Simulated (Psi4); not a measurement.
C₂H₅AlCl₂ (SMILES C[CH2][Al]([Cl])[Cl]), singlet, geometry from GFN2-xTB (such geometries of metal compounds can be far from the true shape); PBE0/def2-SVPD run with Psi4.

The Psi4 input:
```
memory 2 GB

molecule mol {
0 1
  Al    0.088375    0.174829    0.078529
  Cl   -0.103562   -1.599289    1.057045
  Cl    0.981620    1.723098    1.052573
  C    -0.582508    0.403375   -1.799617
  C    -1.225479   -0.864818   -2.374069
  H     0.240003    0.722202   -2.452214
  H    -1.305547    1.227847   -1.838606
  H    -2.075260   -1.175715   -1.769072
  H    -0.512367   -1.687033   -2.389566
  H    -1.574758   -0.696164   -3.392809
}

set basis def2-svpd
set reference rks

energy('pbe0')
print_variables()
```

Output, abridged:

```
   => Loading Basis Set <=

    Name: DEF2-SVPD
    Role: ORBITAL
    Keyword: BASIS

         ---------------------------------------------------------
                                   SCF
               by Justin Turney, Rob Parrish, Andy Simmonett
                          and Daniel G. A. Smith
                              RKS Reference
         ---------------------------------------------------------

  ==> Geometry <==

    Molecular point group: c1
    Full point group: C1

    Geometry (in Angstrom), charge = 0, multiplicity = 1:

       Center              X                  Y                   Z               Mass
    ------------   -----------------  -----------------  -----------------  -----------------
         AL           0.039751850551     0.159841145753    -0.031591425341    26.981538530000
         CL          -0.152185149449    -1.614276854247     0.946924574659    34.968852682000
         CL           0.932996850551     1.708110145753     0.942452574659    34.968852682000
         C           -0.631131149449     0.388387145753    -1.909737425341    12.000000000000
         C           -1.274102149449    -0.879805854247    -2.484189425341    12.000000000000
         H            0.191379850551     0.707214145753    -2.562334425341     1.007825032230
         H           -1.354170149449     1.212859145753    -1.948726425341     1.007825032230
         H           -2.123883149449    -1.190702854247    -1.879192425341     1.007825032230
         H           -0.560990149449    -1.702020854247    -2.499686425341     1.007825032230
         H           -1.623381149449    -0.711151854247    -3.502929425341     1.007825032230

  Running in c1 symmetry.

  Rotational constants: A =      0.08839  B =      0.05581  C =      0.03464 [cm^-1]
  Rotational constants: A =   2649.99839  B =   1673.22100  C =   1038.61159 [MHz]
  Nuclear repulsion =  319.051362010299442

  Charge       = 0
  Multiplicity = 1
  Electrons    = 64
  Nalpha       = 32
  Nbeta        = 32

  ==> Algorithm <==

  SCF Algorithm Type is DF.
  DIIS enabled.
  MOM disabled.
  Fractional occupation disabled.
  Guess Type is SAD.
  Energy threshold   = 1.00e-06
  Density threshold  = 1.00e-06
  Integral threshold = 1.00e-12

  ==> Primary Basis <==

  Basis Set: DEF2-SVPD
    Blend: DEF2-SVPD
    Number of shells: 68
    Number of basis functions: 158
    Number of Cartesian functions: 168
    Spherical Harmonics?: true
    Max angular momentum: 2

  ==> DFT Potential <==

   => LibXC <=

    Version 7.1.2
    S. Lehtola, C. Steigemann, M. J. T. Oliveira, and M. A. L. Marques,  SoftwareX 7, 1–5 (2018) (10.1016/j.softx.2017.11.002)

   => Composite Functional: PBE0 <=

    PBE0 Hyb-GGA Exchange-Correlation Functional

    C. Adamo and V. Barone,  J. Chem. Phys. 110, 6158 (1999) (10.1063/1.478522)
    M. Ernzerhof and G. E. Scuseria,  J. Chem. Phys. 110, 5029 (1999) (10.1063/1.478401)

    Deriv               =              1
    GGA                 =           TRUE
    Meta                =          FALSE

    Exchange Hybrid     =           TRUE
    MP2 Hybrid          =          FALSE

   => Exchange Functionals <=

    0.7500   Perdew, Burke & Ernzerhof

   => Exact (HF) Exchange <=

    0.2500               HF

   => Correlation Functionals <=

    1.0000   Perdew, Burke & Ernzerhof

   => LibXC Density Thresholds  <==

    XC_HYB_GGA_XC_PBEH:  1.00E-15

   => Molecular Quadrature <=

    Radial Scheme          =       TREUTLER
    Pruning Scheme         =           NONE
    Nuclear Scheme         =       TREUTLER

    Blocking Scheme        =         OCTREE
    BS radius alpha        =              1
    Pruning alpha          =              1
    Radial Points          =             75
    Spherical Points       =            302
    Total Points           =         215295
    Total Blocks           =           1671
    Max Points             =            256
    Max Functions          =            151
    Weights Tolerance      =       1.00E-15

   => Loading Basis Set <=

    Name: (DEF2-SVPD AUX)
    Role: JKFIT
    Keyword: DF_BASIS_SCF

  ==> Integral Setup <==

  SCF_SUBTYPE=INCORE selected. In-core MEM_DF algorithm will be used.
  Using in-core AOs.

  ==> MemDFJK: Density-Fitted J/K Matrices <==

    J tasked:                   Yes
    K tasked:                   Yes
    wK tasked:                   No
    Algorithm:                 Core
    Schwarz Cutoff:           1E-12
    Mask sparsity (%):       2.9242
    Fitting Condition:        1E-10

   => Auxiliary Basis Set <=

  Basis Set: (DEF2-SVPD AUX)
    Blend: DEF2-UNIVERSAL-JKFIT
    Number of shells: 194
    Number of basis functions: 624
    Number of Cartesian functions: 743
    Spherical Harmonics?: true
    Max angular momentum: 4

  Minimum eigenvalue in the overlap matrix is 3.0671138245E-04.
  Reciprocal condition number of the overlap matrix is 2.9807520730E-05.
    Using symmetric orthogonalization.

  ==> Pre-Iterations <==

  SCF Guess: Superposition of Atomic Densities via on-the-fly atomic UHF (no occupation information).

   -------------------------
    Irrep   Nso     Nmo
   -------------------------
     A        158     158
   -------------------------
    Total     158     158
   -------------------------

  ==> Iterations <==

                           Total Energy        Delta E     RMS |[F,P]|

   @DF-RKS iter SAD: -1240.83607142109167   -1.24084e+03   0.00000e+00
   @DF-RKS iter   1: -1240.95479822632069   -1.18727e-01   4.90754e-03 DIIS/ADIIS
   @DF-RKS iter   2: -1240.77171685805547    1.83081e-01   5.83356e-03 DIIS/ADIIS
   @DF-RKS iter   3: -1241.27514576467661   -5.03429e-01   6.44484e-04 DIIS/ADIIS
   @DF-RKS iter   4: -1241.28058137819971   -5.43561e-03   2.12521e-04 DIIS/ADIIS
   @DF-RKS iter   5: -1241.28112256492955   -5.41187e-04   5.37570e-05 DIIS
   @DF-RKS iter   6: -1241.28115998633530   -3.74214e-05   1.36061e-05 DIIS
   @DF-RKS iter   7: -1241.28116257783154   -2.59150e-06   1.71655e-06 DIIS
   @DF-RKS iter   8: -1241.28116261932973   -4.14982e-08   2.98935e-07 DIIS
  Energy and wave function converged.

  ==> Post-Iterations <==

   Electrons on quadrature grid:
      Ntotal   =   64.0000071237 ; deviation = 7.124e-06

    Orbital Energies [Eh]
    ---------------------

    Doubly Occupied:

[...]
    Virtual:

[...]
    Final Occupation by Irrep:
              A
    DOCC [    32 ]
    NA   [    32 ]
    NB   [    32 ]

  @DF-RKS Final Energy: -1241.28116261932973

   => Energetics <=

    Nuclear Repulsion Energy =            319.0513620102994423
    One-Electron Energy =               -2348.5712288406216430
    Two-Electron Energy =                 854.3037512846331083
    DFT Exchange-Correlation Energy =     -66.0650470736406419
    Empirical Dispersion Energy =           0.0000000000000000
    VV10 Nonlocal Energy =                  0.0000000000000000
    Total Energy =                      -1241.2811626193297343

Computation Completed

Properties will be evaluated at   0.000000,   0.000000,   0.000000 [a0]

Properties computed using the SCF density matrix

 Multipole Moments:

 ------------------------------------------------------------------------------------
     Multipole            Electronic (a.u.)      Nuclear  (a.u.)        Total (a.u.)
 ------------------------------------------------------------------------------------

 L = 1.  Multiply by 2.5417464519 to convert [e a0] to [Debye]
 Dipole X            :          5.6364653           -5.8805850           -0.2441197
 Dipole Y            :          1.8480174           -1.8126511            0.0353663
 Dipole Z            :         12.6742051          -13.3182365           -0.6440314
 Magnitude           :                                                    0.6896533

 ------------------------------------------------------------------------------------

  Variable Map:
  ----------------------------------------------------------------------------
[...]
  Array Variable Map:
  ----------------------------------------------------------------------------
[...]
[...]
```
